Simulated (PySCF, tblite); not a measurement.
Isomers of C5H11ClS2Si, one GFN2-xTB conformer each. Single-point energies are computed at PBE0/pcSseg-1 (PySCF, gas phase, no added dispersion term), electronic only.

| SMILES | GFN2-xTB relative energy (kJ/mol) |
| --- | --- |
| CC(=S)S[Si@@H](Cl)C(C)C | 1.4 |
| CC[Si@@H](Cl)SCC(C)=S | 34.8 |
| CCC[Si@@H](Cl)SC(C)=S | 0.0 |

Conformers: `[CH3:1][C:2](=[S:3])[S:4][Si@@H:5]([Cl:6])[CH:7]([CH3:8])[CH3:9]` with C1–C2–S4–Si5 -178°, C2–S4–Si5–Cl6 70°, S4–Si5–C7–C8 178°; `[CH3:1][CH2:2][Si@@H:3]([Cl:4])[S:5][CH2:6][C:7]([CH3:8])=[S:9]` with C1–C2–Si3–Cl4 62°, C2–Si3–S5–C6 -171°, Si3–S5–C6–C7 -175°, S5–C6–C7–C8 -65°; `[CH3:1][CH2:2][CH2:3][Si@@H:4]([Cl:5])[S:6][C:7]([CH3:8])=[S:9]` with C1–C2–C3–Si4 -179°, C2–C3–Si4–Cl5 62°, C3–Si4–S6–C7 173°, Si4–S6–C7–C8 178°.

Question: What does PBE0/pcSseg-1 give for the same structures?

Answer: 
| SMILES | PBE0/pcSseg-1 E (Eh) | PBE0/pcSseg-1 (kJ/mol) | GFN2-xTB (kJ/mol) | point group |
| --- | --- | --- | --- | --- |
| CCC[Si@@H](Cl)SC(C)=S | -1742.42622 | 0.0 | 0.0 | C1 |
| CC(=S)S[Si@@H](Cl)C(C)C | -1742.42374 | 6.5 | 1.4 | C1 |
| CC[Si@@H](Cl)SCC(C)=S | -1742.41743 | 23.1 | 34.8 | C1 |

Both levels put the same isomer lowest; measured from each level's own lowest isomer, the values differ by up to 11.7 kJ/mol (CC[Si@@H](Cl)SCC(C)=S: 34.8 against 23.1). Neighbours under 10 kJ/mol apart (CCC[Si@@H](Cl)SC(C)=S and CC(=S)S[Si@@H](Cl)C(C)C) can change places with a better method, another conformer or zero-point energy.

Question: Which frontier levels, dipoles and rotational constants go with these structures?

Answer: 
```tsv
SMILES	HOMO (eV, PBE0/pcSseg-1)	LUMO (eV)	dipole (D)	A, B, C (MHz)
CCC[Si@@H](Cl)SC(C)=S	-6.52	-2.04	2.41	1608, 435.0, 377.3
CC(=S)S[Si@@H](Cl)C(C)C	-6.53	-2.06	2.37	1449, 537.9, 454.6
CC[Si@@H](Cl)SCC(C)=S	-6.48	-2.26	2.75	1822, 346.6, 327.5
```

Question: What happens when harmonic zero-point energies from GFN2-xTB frequencies are added?

Answer: 
```
                 SMILES  ZPE (kJ/mol)  electronic (kJ/mol)  with ZPE (kJ/mol)
  CCC[Si@@H](Cl)SC(C)=S         391.0                  0.0                0.0
CC(=S)S[Si@@H](Cl)C(C)C         391.1                  6.5                6.5
  CC[Si@@H](Cl)SCC(C)=S         388.6                 23.1               20.7
```

The zero-point energies span 2.5 kJ/mol. The order is unchanged.
